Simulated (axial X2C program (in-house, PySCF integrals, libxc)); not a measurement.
Potential curves of CSe, with spin–orbit coupling

Calculated with an in-house all-electron X2C program for linear molecules (integrals from PySCF). Two-component (2c) means X2C with spin–orbit coupling and atomic mean-field two-electron Coulomb and Gaunt terms. Basis: Se dyall-cv3z [8s9p6d4f1g], C dyall-v3z [7s6p2d1f] (cores contracted in-house); Gaussian nuclei, density fitting, unrestricted open shells. Masses: Se 79.917 u, C 12.000 u.

State: Ω = 0 (closed shell). Energies in kJ/mol from the fragments at the same level (Se + C). Fits are polynomials in 1 − R0/R over 0.85 to 1.23 times the lowest point R0.

```csv
R (Å),PBE50,PBE0
1.4520,-394.41,-430.83
1.5188,-475.36,-515.91
1.5689,-508.89,-552.82
1.6189,-524.56,-572.05
1.6690,-526.28,-577.51
1.7274,-514.70,-570.46
1.7858,-492.17,-552.59
1.8609,-451.84,-518.38
1.9527,-391.44,-465.54
2.0863,-293.00,-377.90
```

The state is one determinant whose occupation by symmetry is held fixed; it was picked as the lowest of a PBE0 search that is not exhaustive. Closed shells are restricted here (equal orbitals for both partners); the stretched side of such a curve lies too high. Dissociation energies refer to the lowest single-determinant-based atoms at the same level and basis. In 2c an atomic determinant is not the ground J level, so De misses part of the atomic spin–orbit lowering. This holds for PBE50, PBE0. The functionals have no current-density term, which raises determinants with orbital currents, atoms included.

(1) Fit the PBE50 curve near its minimum: give the equilibrium distance, the harmonic wavenumber and the well depth.

(2) What are Re, ωe and De at the PBE0 level?

## Answers

(1) At PBE50, 2c: Re = 1.651 Å, ωe ≈ 1130 cm⁻¹, De = 5.46 eV to Se + C; Be follows as 0.593 cm⁻¹.

(2) At PBE0, 2c: Re = 1.667 Å, ωe ≈ 1080 cm⁻¹, De = 5.99 eV to Se + C; Be follows as 0.581 cm⁻¹.
